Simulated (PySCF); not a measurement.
Compound: C8H7N.
Bonds: N1–C2, C2–C3 (double), C3–C4, C4–C5 (double), C5–C6, C6–C7 (double), C7–C8, C8–C9 (double), C2–C9, C5–C9. Hydrogens: H10, H11 on N1; H12 on C3; H13 on C4; H14 on C6; H15 on C7; H16 on C8.

The calculation used BHandHLYP/def2-SV(P) geometry optimisation, gas phase (PySCF 2.14.0).

**Question.** Give the optimised bond lengths and angles.

**Answer.** 
| bond | length (Å) | order |
| --- | --- | --- |
| N1–C2 | 1.338 | single |
| C2=C3 | 1.492 | double |
| C3–C4 | 1.346 | single |
| C4=C5 | 1.465 | double |
| C5–C6 | 1.363 | single |
| C6=C7 | 1.456 | double |
| C7–C8 | 1.367 | single |
| C8=C9 | 1.443 | double |
| C2–C9 | 1.377 | single |
| C5–C9 | 1.430 | single |
| N1–H10, N1–H11 | 1.004 | single |
| C3–H12 | 1.083 | single |
| C4–H13 | 1.084 | single |
| C6–H14 | 1.084 | single |
| C7–H15 | 1.084 | single |
| C8–H16 | 1.084 | single |

Bonds in one row agree within 0.01 Å and their mean is given. Orders are formal, as drawn. A selection of angles:
| angle | degrees |
| --- | --- |
| N1–C2–C3 | 121.6 |
| N1–C2–C9 | 130.3 |
| C3–C2–C9 | 108.1 |
| C2–C3–C4 | 108.4 |
| C3–C4–C5 | 107.8 |
| C4–C5–C6 | 143.2 |
| C4–C5–C9 | 108.1 |
| C6–C5–C9 | 108.7 |
| C5–C6–C7 | 107.4 |
| C6–C7–C8 | 109.3 |
| C7–C8–C9 | 107.0 |
| C2–C9–C8 | 144.9 |
| C2–C9–C5 | 107.6 |
| C5–C9–C8 | 107.5 |
| H10–N1–C2 | 121.0 |
| H11–N1–C2 | 121.0 |

Dihedral angles: N1–C2–C3–C4 180° (antiperiplanar); C2–C3–C4–C5 0° (synperiplanar); C3–C4–C5–C6 180° (antiperiplanar); C4–C5–C6–C7 180° (antiperiplanar); C5–C6–C7–C8 0° (synperiplanar); C6–C7–C8–C9 0° (synperiplanar); C7–C8–C9–C2 180° (antiperiplanar); N1–C2–C9–C8 0° (synperiplanar); C4–C5–C9–C8 180° (antiperiplanar).

The 5-membered ring C2–C3–C4–C5–C9 has internal angles of 107.6° to 108.4° (sum 540°, against 540° for a flat polygon); it is planar, 0.00 Å rms from its mean plane, widest ring torsion 0°. The 9 heavy atoms lie in one plane (0.000 Å rms). The 5-membered ring C5–C6–C7–C8–C9 has internal angles of 107.0° to 109.3° (sum 540°, against 540° for a flat polygon); it is planar, 0.00 Å rms from its mean plane, widest ring torsion 0°. The C–C distances run from 1.346 Å (C3–C4, drawn single in a drawing that doesn't fit all lengths) to 1.492 Å (C2=C3, drawn double in a drawing that doesn't fit all lengths), a spread of 0.146 Å. N1 (enamine nitrogen) is planar (angles 121.0°, 121.0° and 118.1°, sum 360.0°, 0.00 Å off the plane of its three neighbours).

Point group: Cs (tolerance 0.08 Å). Not checked by BHandHLYP/def2-SV(P) frequencies.
